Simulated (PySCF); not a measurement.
Nuclear quadrupole coupling in `F[C@@H]1C[C@H](O[SiH3])O1`

Species: C3H7FO2Si.
Geometry (GFN2-xTB, Å), atoms numbered from 1 in this order:
```xyz
14
C3H7FO2Si angstrom
F     -0.9805    1.9279    0.4720
C     -1.4713    0.7565   -0.0318
C     -1.1649   -0.4590    0.8361
C     -0.3139   -0.9028   -0.3722
O      1.0159   -1.0233   -0.1619
Si     2.1140    0.1937   -0.3061
O     -0.6962    0.2786   -1.0928
H     -2.5123    0.9579   -0.3136
H     -0.5673   -0.2241    1.7122
H     -2.0092   -1.0895    1.0920
H     -0.6762   -1.8000   -0.8924
H      2.1754    0.6729   -1.6827
H      1.8157    1.2966    0.6071
H      3.2701   -0.5858    0.1120
```

Field gradients from the PBE0/pcSseg-1 density (PySCF, non-relativistic), principal values in atomic units, ordered |Vxx| ≤ |Vyy| ≤ |Vzz|:

| atom | Vxx | Vyy | Vzz |
| --- | --- | --- | --- |
| O5 | -0.4331 | -1.1912 | 1.6243 |
| O7 | -0.0289 | -1.5967 | 1.6255 |

Q: Find the asymmetry η = (Vxx − Vyy)/Vzz and the couplings χ = eQV/h (234.96 MHz × Q in barn × V in au), with Q(17O) = −0.0256 b.

A: 
```
atom          environment  nucleus     η  χzz (MHz)  χxx (MHz)  χyy (MHz)
  O5   silyl ether oxygen      17O  0.47      -9.77       2.61       7.16
  O7  cyclic ether oxygen      17O  0.96      -9.78       0.17       9.60
```

At O7 η is above 0.9: Vyy and Vzz are nearly equal in size and opposite in sign, so a small change could swap them and flip the sign of χzz. The tensor is traceless: Vxx + Vyy + Vzz = 0.

Q: What is Vzz at O7 in SI units (1 au = 9.71736 × 10²¹ V/m²)?

A: 1.6255 au = 15.796 × 10²¹ V/m².

Q: And the gradient at the other heavy atoms, for which no coupling is worked out here?

A: 
```tsv
atom	environment	Vzz (au)	η
F1	alkyl fluorine	2.875	0.11
C2	sp3 C–F carbon	-0.441	0.93
C3	four-membered-ring carbon	-0.072	0.63
C4	sp3 carbon bearing two oxygens	-0.363	0.94
Si6	oxygen-bound silicon	0.651	0.07
```

Were the hydrogens deuterons (Q(2H) = 0.00286 b), χzz would run from 106 kHz (H13) to 214 kHz (H10).

One conformer (not necessarily the lowest) at the GFN2-xTB geometry, without solvent, vibrations or thermal averaging. GFN2-xTB bond lengths can be off by several hundredths of an ångström, more for odd bonds, and the gradients follow them. With so small a basis the couplings can be 20 % off.
